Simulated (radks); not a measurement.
Values are calculated unless marked as measured or tabulated.
Isoelectronic series with 2 electrons, each ion in its NIST ground configuration. Level of theory: Dirac Kohn-Sham, PBE, spin-unpolarised, spherical densities, finite nucleus; Fermi nuclear charge, rms radius of each element as measured or else 0.836 A^(1/3) + 0.57 fm (a radial shooting solver on a logarithmic mesh with Libxc functionals). Total energies (hartree) and orbital eigenvalues (hartree):

ion    configuration  E (hartree)      1s1/2
He              [He]     -2.89307   -0.57931
Li+             [He]     -7.25756   -2.22019
Be2+            [He]    -13.62232   -4.86128
B3+             [He]    -21.98899   -8.50310
C4+             [He]    -32.35915  -13.14633
N5+             [He]    -44.73458  -18.79182
O6+             [He]    -59.11735  -25.44054
F7+             [He]    -75.50982  -33.09360
Ne8+            [He]    -93.91468  -41.75229
Mg10+           [He]   -136.77395  -62.09248
Al11+           [He]   -161.23537  -73.77735
Si12+           [He]   -187.72319  -86.47460
P13+            [He]   -216.24178  -100.1863
S14+            [He]   -246.79582  -114.9148
Cl15+           [He]   -279.39034  -130.6625
Ar16+           [He]   -314.03075  -147.4321
K17+            [He]   -350.72281  -165.2262
Ca18+           [He]   -389.47259  -184.0481
Sc19+           [He]   -430.28656  -203.9006
